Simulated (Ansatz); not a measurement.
`CCBr`. Charge 0, multiplicity 1.

```xyz
8

C    -0.1851   -0.0310    0.7869
C     0.2824   -0.1202   -0.6415
Br   -0.6051    1.1994   -1.7702
H     0.3343   -0.7851    1.3867
H    -1.2579   -0.2124    0.8641
H     0.0283    0.9505    1.2123
H     0.0566   -1.0838   -1.0938
H     1.3465    0.0824   -0.7445
```

**Question.** What are the harmonic wavenumbers in cm⁻¹ at PBE0-D4/def2-TZVP (Ansatz, finite differences of forces, unscaled)? (Estimate.)

**Answer.** Ansatz gave: 260, 287, 589, 772, 985, 1037, 1092, 1265, 1277, 1406, 1476, 1480, 1490, 3050, 3109, 3127, 3142, 3177.

**Question.** Is this a minimum?

**Answer.** Yes, all 18 modes are real.

**Question.** Give the ideal-gas thermochemistry at 298.15 K and 1 bar (rigid rotor, harmonic oscillator; point group Cs, symmetry number 1).

**Answer.** Zero-point energy 173.6 kJ/mol; H(298) − E = 186.9 kJ/mol; entropy 286.2 J/(mol·K), of which translation 167.4, rotation 101.2, vibration 17.6; G(298) − E = 101.6 kJ/mol.

**Question.** And at 400, 500, 600, 800 and 1000 K?

**Answer.** 
```json
{"T (K)": "400", "H − E (kJ/mol)": "194.0", "S (J/mol/K)": "306.4", "G − E (kJ/mol)": "71.4"}
{"T (K)": "500", "H − E (kJ/mol)": "202.3", "S (J/mol/K)": "324.8", "G − E (kJ/mol)": "39.8"}
{"T (K)": "600", "H − E (kJ/mol)": "211.8", "S (J/mol/K)": "342.1", "G − E (kJ/mol)": "6.5"}
{"T (K)": "800", "H − E (kJ/mol)": "233.7", "S (J/mol/K)": "373.5", "G − E (kJ/mol)": "-65.1"}
{"T (K)": "1000", "H − E (kJ/mol)": "258.7", "S (J/mol/K)": "401.4", "G − E (kJ/mol)": "-142.7"}
```
